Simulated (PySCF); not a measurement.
## Correlation energy of Pb (lead, neutral)

[Xe] 4f14 5d10 6s2 6p2, high-spin 3P determinant. Computed with PySCF 2.14 in aug-cc-pVTZ-PP with ECP60MDF (6s5p4d2f, 55 functions), with scalar relativity through the core potential. Frozen: 5s2 5p6 5d10; 4 electrons correlated.

```csv
level,correlation energy (mhartree)
CCSD,-46.88
(T),-1.11
CCSD(T),-47.99
```

Diagnostics: T1 = 0.0077, D1 = 0.0191, largest double amplitude 0.053.

Spin-orbit coupling is strong in this species (close to jj coupling), so the high-spin LS determinant is a model state, not a physical level.

Cost of the coupled-cluster step: of the order of 1.5 core-seconds, for 4 correlated electrons.

Iterations:

```
CC2 = 0
CCSD nocc = (np.int64(3), np.int64(1)), nmo = (46, 46)
frozen orbitals [[0, 1, 2, 3, 4, 5, 6, 7, 8], [0, 1, 2, 3, 4, 5, 6, 7, 8]]
max_cycle = 100
direct = 0
conv_tol = 1e-08
conv_tol_normt = 1e-06
diis_space = 8
diis_start_cycle = 0
Init t2, MP2 energy = -0.03685452864313
Init E_corr(UCCSD) = -0.0368545286433291
cycle = 1  E_corr(UCCSD) = -0.0441566023685181  dE = -0.00730207373  norm(t1,t2) = 0.0389641
cycle = 2  E_corr(UCCSD) = -0.0459718666884816  dE = -0.00181526432  norm(t1,t2) = 0.013479
cycle = 3  E_corr(UCCSD) = -0.0468853308543561  dE = -0.000913464166  norm(t1,t2) = 0.00557815
cycle = 4  E_corr(UCCSD) = -0.0468721072708344  dE = 1.32235835e-05  norm(t1,t2) = 0.000939274
cycle = 5  E_corr(UCCSD) = -0.0468770604534094  dE = -4.95318257e-06  norm(t1,t2) = 0.000149386
cycle = 6  E_corr(UCCSD) = -0.0468762054820124  dE = 8.54971397e-07  norm(t1,t2) = 2.40547e-05
cycle = 7  E_corr(UCCSD) = -0.0468765282000532  dE = -3.22718041e-07  norm(t1,t2) = 4.48363e-06
cycle = 8  E_corr(UCCSD) = -0.0468764301598089  dE = 9.80402443e-08  norm(t1,t2) = 8.35589e-07
cycle = 9  E_corr(UCCSD) = -0.0468764341912664  dE = -4.03145751e-09  norm(t1,t2) = 1.56987e-07
UCCSD converged
E(UCCSD) = -191.8826387585698  E_corr = -0.0468764341912664
UCCSD(T) correction = -0.00110596700883038
```

Spin-orbit coupling is strong in this species, so the high-spin LS determinant is a model state.
